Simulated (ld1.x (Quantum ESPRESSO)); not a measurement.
# O (Z = 8): ultrasoft pseudisation with PBEsol, scalar-relativistic reference atom.

```
Element                 : O (Z = 8)
Generator               : ld1.x (Quantum ESPRESSO) 7.5
Type                    : ultrasoft
Functional              : PBEsol
Relativity              : scalar-relativistic
Frozen core             : [He]
Valence charge          : 6
Reference configuration : 2s2 2p4
Partial waves           : 2s (bound): rcut 0.85, rcutus 0.90 bohr; 2s channel at -0.75 Ry: rcut 0.85, rcutus 0.90 bohr; 2p (bound): rcut 1.30, rcutus 1.40 bohr; 2p channel at 1.45 Ry: rcut 1.30, rcutus 1.40 bohr; 3d channel at 0.05 Ry: rcut 0.90, rcutus 1.20 bohr; 3d channel at 1.5 Ry: rcut 0.90, rcutus 1.20 bohr
Local potential         : all-electron potential smoothed inside 1.25 bohr (lloc = -1)
Core correction         : a·sin(br)/r model core inside 0.45 bohr
Augmentation charge     : PSQ, inside the norm-conserving radii
```

Problem. Estimate the cutoffs (Ry, on a coarse ladder) from which the occupation-weighted sum of valence levels, in a spherical-Bessel basis at the reference potential, stays within 10 and 1 mRy of its value at 400 Ry.

Solution. 35 Ry and 70 Ry.

Problem. What does a ghost test show?

Solution. No extra level below or beside the all-electron valence levels (s, p, d, f tested).

Problem. Is the overlap operator S = 1 + Σ q|β⟩⟨β| positive definite (Bessel basis up to 400 Ry)?

Solution. Yes: its lowest eigenvalue is 0.48 (s channel).

Problem. Which valence shell sets the plane-wave cutoff?

Solution. 2p: its level needs 40 Ry to come within 1 mRy, against 30 Ry for 2s.

Problem. Tests: 2s2 2p3; 2s2 2p2; 2s2 2p1; 2s2 2p4.3; 2s1 2p5; 2s1 2p4; 2s0 2p6. Which has the largest error in its energy relative to the reference configuration, and how large is it?

Solution. 2s2 2p1, with -354 meV (all-electron minus pseudo) on +103.54 eV.
